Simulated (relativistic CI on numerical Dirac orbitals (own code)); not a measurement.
**How the errors of a small relativistic CI change along the 26-electron sequence**

Levels calculated with a relativistic CI code on KLI orbitals, against measured ones, in five cumulative steps: (1) Dirac-Coulomb, each configuration alone; (2) with Breit and QED terms; (3) with configuration mixing; (4) with scaled Slater integrals; (5) with a P86 correlation estimate. Each ion has its own short list of configurations; levels above 2,000 cm⁻¹ that pair in every step are counted, and ions without enough such levels are left out. The scale is 0.85 up to charge 4 and 0.9 beyond; P86 is a density functional added for each configuration.

Median relative error (%):

```tsv
Ion	Ground	Levels	(1)	(2)	(3)	(4)	(5)
Fe	3d6 4s2	66	48.9	49.1	31.7	26.7	21.2
Co+	3d8	12	113.9	112.7	107.6	98.4	61.6
Ni2+	3d8	55	11.1	10.8	10.7	10.4	4.6
Cu3+	3d8	63	5.6	5.6	5.6	4.8	1.3
Zn4+	3s2 3d8	58	3.5	3.4	3.4	2.7	0.2
Ga5+	3s2 3d8	59	2.2	1.8	1.9	1.9	0.6
Ge6+	3s2 3d8	43	1.2	1.2	1.1	1.2	1.0
```

Mean absolute error (cm⁻¹):

| Ion | (1) | (2) | (3) | (4) | (5) |
| --- | --- | --- | --- | --- | --- |
| Fe | 9621 | 9567 | 9117 | 6775 | 5358 |
| Co+ | 14872 | 14783 | 14164 | 12252 | 8126 |
| Ni2+ | 8467 | 8356 | 8162 | 8318 | 3703 |
| Cu3+ | 7992 | 7866 | 7737 | 7375 | 1855 |
| Zn4+ | 6890 | 6729 | 6617 | 6096 | 711 |
| Ga5+ | 5960 | 5808 | 5671 | 5168 | 2006 |
| Ge6+ | 4779 | 4600 | 4428 | 3992 | 3195 |

In step (3), fully ab initio, the relative error is 31.7 % for Fe and 1.1 % for Ge6+, while the absolute error goes from 9117 to 4428 cm⁻¹. The relative error falls from the first to the last ion but not steadily, and the ground configuration changes on the way. The sets of levels differ from ion to ion, which blurs the trend. Mixing (step 3) lowers the mean absolute error for 7 of the 7 ions and scaling (step 4) for 6. The P86 step changes the mean absolute error by a factor of 0.8 for the first ion and 0.8 for the last.

Sources of the measured levels: Fe, NIST Handbook of Basic Atomic Spectroscopic Data (Sansonetti and Martin, J. Phys. Chem. Ref. Data 34, 1559 (2005)); Co+, NIST Handbook of Basic Atomic Spectroscopic Data (Sansonetti and Martin, J. Phys. Chem. Ref. Data 34, 1559 (2005)); Ni2+, Corliss and Sugar, J. Phys. Chem. Ref. Data 10, 197 (1981); Cu3+, Sugar and Musgrove, J. Phys. Chem. Ref. Data 19, 527 (1990); Zn4+, Sugar and Musgrove, J. Phys. Chem. Ref. Data 24, 1803 (1995); Ga5+, Shirai, Reader, Kramida and Sugar, J. Phys. Chem. Ref. Data 36, 509 (2007); Ge6+, Sugar and Musgrove, J. Phys. Chem. Ref. Data 22, 1213 (1993).
